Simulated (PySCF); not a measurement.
Cost of excited-state runs on `C[C@H](F)C[C@H](F)C#N`, C₅H₇F₂N

Geometry:
| atom | x (Å) | y (Å) | z (Å) |
| --- | --- | --- | --- |
| C1 | -2.123 | -0.117 | -0.207 |
| C2 | -0.686 | 0.350 | -0.357 |
| F3 | -0.412 | 0.530 | -1.704 |
| C4 | 0.315 | -0.660 | 0.199 |
| C5 | 1.760 | -0.181 | 0.012 |
| F6 | 2.628 | -1.166 | 0.434 |
| C7 | 2.005 | 1.038 | 0.765 |
| N8 | 2.172 | 1.995 | 1.365 |
| H9 | -2.793 | 0.599 | -0.676 |
| H10 | -2.376 | -0.203 | 0.846 |
| H11 | -2.255 | -1.083 | -0.688 |
| H12 | -0.541 | 1.337 | 0.104 |
| H13 | 0.120 | -0.820 | 1.261 |
| H14 | 0.204 | -1.612 | -0.325 |
| H15 | 1.977 | 0.001 | -1.051 |

PySCF with density fitting, on 1 thread of an Arm Neoverse V2, shared host. Command: `OMP_NUM_THREADS=1 python excited_run.py task.json out`

**Question.** How long does this run take, and how much memory?
- circular dichroism and optical rotation, wB97X-D/def2-SVPD; 8 states

**Answer.** 
| run | level | basis functions | wall time | peak memory (GiB) |
| --- | --- | --- | --- | --- |
| circular dichroism and optical rotation | wB97X-D/def2-SVPD | 222 | 77 s | 0.95 |

Times from a shared host are rough.
